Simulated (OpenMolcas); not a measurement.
**Mn5+: CASPT2 settings compared**

```json
{"Program": "OpenMolcas 26.06", "Basis": "ANO-R3 [8s5p5d3f2g1h]", "Scalar Hamiltonian": "X2C, finite nucleus", "Active space": "2 electrons in 10 orbitals (3d 4d)", "State averaging": "2S+1 = 3 even, 10 roots; 2S+1 = 1 even, 15 roots kept (CI in the orbitals of an earlier block)", "Spin-orbit coupling": "state interaction with AMFI integrals over the reference wave functions, term energies averaged over their components"}
```

Methods on the same reference wave functions:
A. CASSCF
B. SS-CASPT2, IPEA 0.6 Eh, real shift 0.15 Eh (closed shells correlated: 3s 3p)
C. SS-CASPT2, IPEA 0.1 Eh, real shift 0.25 Eh (closed shells correlated: 2s 2p 3s 3p)
D. SS-CASPT2, IPEA 0.5 Eh, sigma2 regulariser 0.2 Eh (closed shells correlated: none)

Energies in cm-1 above 3d2 3F2, the measured ground level; measured values from Corliss and Sugar, J. Phys. Chem. Ref. Data 6, 1253 (1977).

```csv
Level,A,B,C,D,Measured
3d2 3F2,0.0,0.0,0.0,0.0,0.0
3d2 3F3,735,741,741,738,746
3d2 3F4,1669,1675,1675,1672,1669
3d2 1D2,18487,15170,15110,16820,15336
3d2 3P0,21521,18730,18240,20330,17782
3d2 3P1,21779,18990,18500,20590,18057
3d2 3P2,22363,19560,19080,21160,18628
3d2 1G4,28343,25840,25950,27550,25511
3d2 1S0,68004,60230,60190,61320,
```

Deviations, from unrounded energies. A percentage is the sum of absolute deviations over the sum of measured energies, with the sign that they share, or ± where signs differ.

```json
{"Against measurement": "mean absolute deviation (cm-1)", "Levels": "7", "A": "2500", "B": "470", "C": "290", "D": "1600"}
{"Against measurement": "fine structure of the ground term (%)", "Levels": "2", "A": "±0.5", "B": "±0.4", "C": "±0.4", "D": "±0.5"}
{"Against measurement": "other terms of the ground configuration (%)", "Levels": "5", "A": "+18.0", "B": "±3.5", "C": "±2.1", "D": "+11.7"}
```

C lies closest to measurement on these levels and A furthest from it. The largest miss of C in the table is 3d2 3P0, by +460 cm-1. The ranking rests on the paired levels alone, and a cruder setting can come out closer through cancelling errors.

Among B to D the level of the table that moves most is 3d2 3P1, by 2100 cm-1 (lowest in C, highest in D). Moves below CASPT2's spread within the term are not significant.

The two smallest mean deviations differ by little beside CASPT2's spread within terms, so their order carries little weight.

From A to B the spin-free energies of the other terms of 3d2 shown, above 3F, scale by factors of 0.81 to 0.91, as is usual when dynamic correlation screens the repulsion within a d or f shell.

The lowest spin-free term lies below A's lowest term by 0.344 hartree in B, 0.470 hartree in C, 0.004 hartree in D.

CASPT2 does not keep the components of a term degenerate, so their means are used; among the terms shown or strongly mixed into the levels shown the widest spread is 1100 cm-1 (3d2 1G, C). Terms from blocks run as CI alone lack orbitals of their own. Active for correlation alone: 4d; no level in the range computed is led by a configuration that fills it, so any true level of that kind is missing. Without dynamic correlation excited terms often stand tens of per cent too high (terms of higher spin than the ground term too low), and those without a measured partner can miss by more than the paired ones (holds for A). Computed and measured levels are paired by configuration, term and J; levels that our copy of the source lacks, or whose pairing is in doubt (as where it misses far off the trend of its configuration), stay unpaired and out of the deviations. Levels of configurations outside the active space are missing.
